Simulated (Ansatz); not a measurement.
Compare A (`CC1=C(C)CCC1`) with its isomer B (`CCC#CCCC`).

Program: Ansatz. Geometries: PBE0-D4/def2-TZVP. ΔE: electronic, gas phase. CCSD(T)/CBS is the MP2 limit (def2-TZVPP, def2-QZVPP) plus CCSD(T) − MP2 in def2-TZVPP, frozen cores. Functionals use def2-TZVPP. B3LYP here is the variant with VWN-RPA as its local correlation; programs differ in this. One conformer a species, not always the lowest.

**Question.** Which is lower in electronic energy at CCSD(T)/CBS, and by how much? (Best estimate.)

**Answer.** The calculation gave: A, by 126.3 kJ/mol.

**Question.** Give E(B) − E(A) in kJ/mol with B3LYP-D4, ωB97M-V, CCSD(T)/def2-TZVPP, CCSD/def2-TZVPP, PBE-D4, MP2/def2-TZVPP, r2SCAN-D4. (Estimate.)

**Answer.** The calculation gave: B3LYP-D4 122.7, ωB97M-V 131.1, CCSD(T)/def2-TZVPP 127.7, CCSD/def2-TZVPP 125.4, PBE-D4 138.4, MP2/def2-TZVPP 126.7, r2SCAN-D4 135.4. None reverses the order clearly.

Largest T1 diagnostic: 0.010.

Leaving LDA and LC-ωPBE aside and taking each functional with its dispersion term where it has one, the values, not all of them listed here, spread over 32.1 kJ/mol, from B2PLYP to PBE0-D4. LDA lies +35.1 kJ/mol from PBE without D4. From PBE to PBE0 (25 % exact exchange), in def2-TZVPP and without D4, E(B) − E(A) moves by +9.7 kJ/mol.
